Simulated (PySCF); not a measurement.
How the method changes the constants of GeS

State: ¹Σ⁺ (singlet), closed shell. Set-up: basis Ge x2c-SVPall, S x2c-SVPall; spin-free X2C with a Gaussian nucleus; PySCF 2.14. De refers to Ge + S in their high-spin ground configurations, without counterpoise correction. A positive dipole means Ge(−)S(+).

```csv
Level,Re (Å),ωe (cm⁻¹),De (eV),μ (D)
RHF,1.992,639,3.14,-2.50
RHF-MP2,2.018,586,5.29,n/a
RHF-SCS-MP2,2.019,588,5.13,n/a
RHF-CCSD,2.014,598,4.87,n/a
RHF-CCSD(T),2.030,569,5.15,n/a
PBE,2.040,558,5.98,-1.86
PW91,2.039,558,6.01,-1.86
r²SCAN,2.019,582,5.75,-1.94
M06-L,2.025,581,6.08,-2.29
TPSSh,2.024,578,5.66,-2.05
PBE0,2.014,593,5.60,-2.06
CAM-B3LYP,2.003,608,5.43,-2.01
```

Task: Which functional lies closest to RHF-CCSD(T) in De, which farthest, and by how much do they differ from it?

Result: Closest is CAM-B3LYP (-2.7 pm in Re, +6.9 % in ωe, +0.28 eV in De against RHF-CCSD(T) in the same basis), farthest M06-L (-0.5 pm in Re, +2.1 % in ωe, +0.93 eV in De). CCSD(T) converges more slowly with the basis than the functionals do and binds too weakly in this one, so the order can change at the basis-set limit.

Task: What does the step from GGA to meta-GGA do here, going from PBE to r²SCAN?

Result: r²SCAN less PBE: -2.1 pm in Re, +4.3 % in ωe, -0.23 eV in De. 

Task: What does second-order correlation do here, going from RHF to RHF-MP2?

Result: RHF-MP2 less RHF: +2.6 pm in Re, -8.3 % in ωe, +2.15 eV in De. Correlation nearly always deepens the well. The bond lengthens, as in strong covalent bonds, where excitations into antibonding orbitals dominate.

Measured (Huber and Herzberg, Constants of Diatomic Molecules (1979)): Re = 2.012086 Å, ωe = 575.8 cm⁻¹.

Correlated steps freeze 14 core orbitals. Correlated levels converge slowly with the basis: in double zeta they bind strong bonds too weakly, by up to about 1 eV, and carry superposition errors of some tenths. Where the molecule has an RHF reference, its open-shell atoms are computed with UHF. The CCSD T1 diagnostic is raised, a sign that a single reference may not be enough here.

The whole job (state search and all levels along the bond) took about 1.3 min on 1 thread of Intel Xeon 6975P-C (shared host), peak memory 0.59 GiB.
